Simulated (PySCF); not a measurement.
# Assignment exercise: C$_{4}$H$_{12}$N$_{2}$Si

Atom-mapped SMILES (the numbers label the heavy atoms): `[CH2:1]=[C:2]([SiH2:3][NH2:4])[N:5]([CH3:6])[CH3:7]`; H(Xn) means a hydrogen on atom n. Ha(C1) is cis to Si3; Hb(C1) is trans to Si3.

[PySCF 2.14.0 with density-fitted response routines: GFN2-xTB structure; NMR shieldings at PBE0/pcSseg-1/GIAO; rapidly exchanging positions averaged; isolated molecule; no relativistic terms; one conformer]

δ = σ(ref) − σ, references computed at the same level: ¹³C and ¹H against TMS.

Problem. Assign these signals to the numbered atoms. ¹³C{¹H} NMR (computed): δ 157.0 (C), 101.7 (CH2), 42.7 (CH3).

Solution. 
157.0 → C2, alkene carbon bearing nitrogen: an sp2 carbon further deshielded by the attached heteroatom
101.7 → C1, β carbon of an enol-ether or enamine type C=C: the O or N lone pair pushes π density onto this β carbon and shields it
42.7 → C6/C7, methyl carbon bonded to N: pulled downfield by the heteroatom

Problem. Assign these signals to the numbered atoms. ¹H NMR (300 MHz, computed): δ 5.08 (s, 2H), 4.44 (m, 1H), 4.43 (m, 1H), 2.89 (s, 6H), 0.06 (br s, 2H).

Solution. 
```tsv
δ (ppm)	atoms	environment	reason
5.08	H(Si3)	hydrogen on a silicon bonded to C, N	–
4.44	Ha(C1)	hydrogen on a β carbon of an enol-ether or enamine type C=C	lone-pair donation from O or N shields it, upfield of ordinary alkene protons
4.43	Hb(C1)	hydrogen on a β carbon of an enol-ether or enamine type C=C	–
2.89	H(C6)/H(C7)	hydrogen on a methyl carbon bonded to N	its carbon carries N, hence the downfield position
0.06	H(N4)	hydrogen on a nitrogen bonded to Si	labile proton, position sensitive to the medium
```

Ha(C1) and Hb(C1) lie closer than the usual error of such a calculation, so a measured spectrum could show them in the other order.

OH/NH shifts are gas-phase values; hydrogen bonding in solution moves them, usually downfield. Shifts are as computed. Against solution values, carbons near 30 ppm lie about +3 ppm off and those near 130 ppm about +5 ppm. Of 1211 compounds with measured shifts, 218 miss one by over three times the rms of a fit or turn the order of signals round; such compounds aren't used in these exercises. No couplings were computed; multiplicities are counted from neighbouring protons, with m where these are inequivalent, close in shift, in a saturated or five-membered ring or joined by F or P, and br s for small geminal =CH2 splittings.
